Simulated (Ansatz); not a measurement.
Species: H2BO2, SMILES `O[B]O` (H–O–B–O torsion -180°, O–B–O–H torsion 180°) (charge 0, multiplicity 2), formula H2BO2.

Task: How many basis functions does frozen-core CCSD(T)/cc-pVTZ // B3LYP-D3(BJ)/def2-TZVP (Ansatz, a first-principles code) use, how many core orbitals are frozen, and how many electrons are correlated?

Result: 118 basis functions and 3 frozen orbitals, which leaves 17 correlated electrons. Core time is of the order of seconds.
